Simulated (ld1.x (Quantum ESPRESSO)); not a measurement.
# strontium (Sr): variants of one TM semilocal potential

Base potential:

ld1.x (Quantum ESPRESSO) 7.5 input, shortened:

```
&input
   title='Sr', zed=38., rel=1, dft='PBE', iswitch=3,
   config='[Kr] 4d0 5s0 5p0'
 /
 &inputp
   pseudotype=1, tm=.true., lloc=0,
   nlcc=.false.
 /
3
4P  2  1   6.00   0.00  1.35  1.35  0.0
4D  3  2   0.00   0.00  3.40  3.40  0.0
5S  1  0   0.00   0.00  3.00  3.00  0.0
 &test
   configts(1)='4p6 4d0 5s0 5p0'
 /
```

All-electron outer shells of the reference configuration (PBE, scalar-relativistic, ld1.x):

```tsv
shell	level (eV)	outermost node (bohr)	outermost maximum (bohr)
4s	-54.72	0.59	1.19
4p	-36.52	0.61	1.32
5s	-13.60	1.62	3.20
4d	-13.29	0.65	1.89
5p	-9.81	1.88	3.76
```

Cutoffs, loose and tight: the cutoffs (Ry, on a coarse ladder) from which the occupation-weighted sum of valence levels, in a spherical-Bessel basis at the reference potential, stays within 10 and 1 mRy of its value at 400 Ry. They do not see the model core or the augmentation charge, which bear on the density cutoff. Test errors are all-electron minus pseudo excitation energies from the reference, over the configurations 4p6 4d0 5s2 5p0; 4p6 4d0 5s1 5p0; 4p6 4d0 5s1.5 5p0; 4p6 4d0 5s0 5p1; 4p6 4d0 5s1 5p1; 4p6 4d1 5s0 5p0; 4p5 4d0 5s2 5p0. A dash means not determined; rows that change the core or the reference have their own tests. The largest error is taken over the tests solved by every variant that gives reliable tests at all: 4p6 4d0 5s0 5p1; 4p6 4d0 5s1 5p0; 4p6 4d0 5s1 5p1; 4p6 4d0 5s1.5 5p0; 4p6 4d0 5s2 5p0; 4p6 4d1 5s0 5p0.

A true bound ghost makes a file unfit for plane-wave use even where its test errors are small: the radial tests pick states by their node count and pass the ghost by. Where a test does run into it, the solver fails or the error is huge.

A semilocal file is local in each channel, so a ghost entry of none says nothing of the separable form that plane-wave codes build from it.

```csv
change,outcome,"cutoff, loose","cutoff, tight",bound ghosts,largest test error (meV)
base,generated,45 Ry,90 Ry,none,+84
wave 5s (bound): rc 3.00 bohr becomes 5s (bound): rc 1.92 bohr,generated,45 Ry,90 Ry,s (extra level of the local part),+323
wave 5s (bound): rc 3.00 bohr becomes 5s (bound): rc 2.50 bohr,generated,45 Ry,90 Ry,s (extra level of the local part),+114
wave 5s (bound): rc 3.00 bohr becomes 5s (bound): rc 2.80 bohr,generated,45 Ry,90 Ry,none,+87
wave 5s (bound): rc 3.00 bohr becomes 5s (bound): rc 3.18 bohr,generated,45 Ry,90 Ry,none,+82
wave 5s (bound): rc 3.00 bohr becomes 5s (bound): rc 3.60 bohr,generated,45 Ry,90 Ry,none,+82
wave 5s (bound): rc 3.00 bohr becomes 5s (bound): rc 4.16 bohr,generated,45 Ry,90 Ry,none,+83
wave 5s (bound): rc 3.00 bohr becomes 5s (bound): rc 4.48 bohr,generated,45 Ry,90 Ry,none,+83
```

Reading the sweep of the s radius (base included, trends over the rows without a ghost): The loose cutoff stays near 45 Ry. The median size of the test errors (rows with all tests solved) stays near 50.7 meV. Bound ghosts are found at 1.92, 2.5 bohr.
